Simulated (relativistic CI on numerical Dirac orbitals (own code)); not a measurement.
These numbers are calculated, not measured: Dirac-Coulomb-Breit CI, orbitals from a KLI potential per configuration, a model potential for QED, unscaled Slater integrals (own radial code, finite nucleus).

Configuration list (outside the closed core [Ne]): 3s2, 3s.3p, 3p2, 3s.3d, 3d2, 3p.3d, 3p.4s, 3s.4s, 3d.4s, 3s.4p, 3s.4d, 3s.4f, 3s.5s, 3s.5p, 3s.5d, 4s2, 3s.5f, 3s.5g, 3s.6s, 3s.6p, 3s.6d. Levels of other configurations are missing.

At this charge energies of transitions that change n are usually good to better than 1 %, and those within a shell (Δn = 0) to a few per cent.

Outline of the computed level scheme of Mn XIV. Lowest level of each configuration: 3s2 1S_0 at 0.000 eV; 3s.3p 3P°_0 at 26.943 eV; 3p2 3P_0 at 64.422 eV; 3s.3d 3D_1 at 78.916 eV; 3p.3d 3F°_2 at 107.530 eV; 3d2 3F_2 at 159.038 eV; 3s.4s 3S_1 at 194.744 eV; 3s.4p 3P°_0 at 208.247 eV; 3s.4d 3D_1 at 226.016 eV.

Some strong electric-dipole decays among the lowest 45 levels: 3s.4d 3D_3 → 3s.3p 3P°_2 (2.8e+11 s⁻¹); 3s.4d 1D_2 → 3s.3p 1P°_1 (2.5e+11 s⁻¹); 3s.4s 1S_0 → 3s.3p 1P°_1 (2.1e+11 s⁻¹); 3s.4d 3D_2 → 3s.3p 3P°_1 (2.1e+11 s⁻¹); 3s.4p 1P°_1 → 3s2 1S_0 (1.9e+11 s⁻¹); 3s.4d 3D_1 → 3s.3p 3P°_0 (1.5e+11 s⁻¹); 3s.4s 3S_1 → 3s.3p 3P°_2 (1.5e+11 s⁻¹); 3s.4d 3D_1 → 3s.3p 3P°_1 (1.2e+11 s⁻¹).

LS names give the leading component of a level, which can be under half, so a name can repeat, a term be missing and a line seem to break the LS rules.
